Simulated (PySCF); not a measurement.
# A survey of 17O NMR shifts

Method: geometry: GFN2-xTB, PBE0/pcSseg-1 with gauge-including orbitals, in PySCF (a single conformation, fast rotation and ring inversion assumed for equivalent nuclei, non-relativistic Hamiltonian, no solvent model).

Shieldings were converted by a linear fit to measured shifts: 17O: δ = 266.70 − 0.911σ (rms 10.7 ppm, 155 shifts, 12.2 ppm with the 3 outliers that the fit left out vs liquid water, solution or neat liquid). A few per cent of atoms miss by over 2 rms, more outside the fitted compound classes.

Give the 17O shifts of `COCc1ncno1`, `CCO[C@@H]1C[C@@H]1[C@@H](F)OC`, `CCO[C@@H]1C[C@H]1[C@@H](F)OC`, `C=C(C#N)[C@@]1(F)CO1`, `Oc1ccncc1F`.

Results:


| compound | environment | δ (ppm) |
| --- | --- | --- |
| [CH3:1][O:2][CH2:3][c:4]1[n:5][cH:6][n:7][o:8]1 | O8: aromatic ring oxygen | 345.5 |
| [CH3:1][O:2][CH2:3][c:4]1[n:5][cH:6][n:7][o:8]1 | O2: ether oxygen | -21.0 |
| [CH3:1][CH2:2][O:3][C@@H:4]1[CH2:5][C@@H:6]1[C@@H:7]([F:8])[O:9][CH3:10] | O9: ether oxygen | 37.3 |
| [CH3:1][CH2:2][O:3][C@@H:4]1[CH2:5][C@@H:6]1[C@@H:7]([F:8])[O:9][CH3:10] | O3: ether oxygen | 7.7 |
| [CH3:1][CH2:2][O:3][C@@H:4]1[CH2:5][C@H:6]1[C@@H:7]([F:8])[O:9][CH3:10] | O9: ether oxygen | 37.7 |
| [CH3:1][CH2:2][O:3][C@@H:4]1[CH2:5][C@H:6]1[C@@H:7]([F:8])[O:9][CH3:10] | O3: ether oxygen | 13.1 |
| C=C(C#N)[C@@]1(F)CO1 | ether oxygen | 32.0 |
| Oc1ccncc1F | phenol-type oxygen | 59.6 |
